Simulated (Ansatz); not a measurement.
SiHSeO (SMILES [O][SiH]=[Se]), doublet: a single point displaced at random from a GFN2-xTB minimum.

Input (in.yaml):

```yaml
crystal:
  periodic: [false, false, false]
  atoms:
    - {symbol: O, position_ang: [-1.292800, -0.540300, 0.924900]}
    - {symbol: Si, position_ang: [-0.249400, 0.052200, 0.006200]}
    - {symbol: Se, position_ang: [1.956300, -0.423600, 0.166900]}
    - {symbol: H, position_ang: [-0.437000, 1.012000, -1.117900]}
basis:
  gaussian: {orbitals: def2-TZVPP}
magnetization: {spin_polarized: true, initial_magnetization: 1}
hamiltonian: {xc: {name: LC-wPBE}}
output: {forces: true}
```

An equivalent command:

```bash
ansatz run in.yaml --threads 4 --pin off --events-out ev --progress --plain
```

The run's output (Ansatz 0.2.0):

```
Functional definition: LC-wPBE
  name "LC-wPBE"
  cite "Vydrov & Scuseria, J. Chem. Phys. 125, 234109 (2006) doi:10.1063/1.2409292"
  cite "Heyd & Scuseria, J. Chem. Phys. 120, 7274 (2004) doi:10.1063/1.1668634"
  cite "Ernzerhof & Perdew, J. Chem. Phys. 109, 3313 (1998) doi:10.1063/1.476928"
  cite "Perdew, Burke & Ernzerhof, Phys. Rev. Lett. 77, 3865 (1996) doi:10.1103/PhysRevLett.77.3865"
  parent pbe
  parameter omega = 0.4/bohr
  exchange = pbe_x_sr(omega) + exact_x_lr(omega)
  correlation = pbe_c
885 factors; their error is unknown
239 factors; integrals over basis functions are off by at most 1.6e-4 eV
mean field evaluation 1: about -75271.1512 eV, gradient 4.6e1 eV
mean field evaluation 2: about -75237.9414 eV, gradient 9.7e1 eV
mean field evaluation 4: about -75278.6279 eV, gradient 2.9e0 eV
mean field evaluation 8: about -75278.6868 eV, gradient 2.0e-1 eV
mean field evaluation 16: about -75278.6451 eV, gradient 2.3e-3 eV
mean field evaluation 32: about -75278.6451 eV, gradient 5.4e-5 eV
mean field -75278.64506132 eV, -2766.4391803053 hartree, gradient 2.0e-6 eV, S^2 0.754928; 2 other end points of the search recorded, 0 dependent functions left out
the calculation of the forces begins
reference -75278.64506133 eV, -2766.4391803055 hartree; 29, 28 occupied and 106, 107 virtual orbitals, 885 factors
Total energy: -75278.64506133 eV, -2766.4391803055 hartree
Atom 0 at    -1.292800    -0.540300     0.924900 Å, force     0.046965     0.132797    -0.177329 eV/Å
Atom 1 at    -0.249400     0.052200     0.006200 Å, force     0.756592    -0.153271     0.061534 eV/Å
Atom 2 at     1.956300    -0.423600     0.166900 Å, force    -0.753791     0.177773    -0.077445 eV/Å
Atom 3 at    -0.437000     1.012000    -1.117900 Å, force    -0.049766    -0.157298     0.193240 eV/Å
Dipole moment:     0.508716     0.315711    -0.481166 e Å
```

Hardware: 4 CPU threads, shared host. Wall time about 6 s.
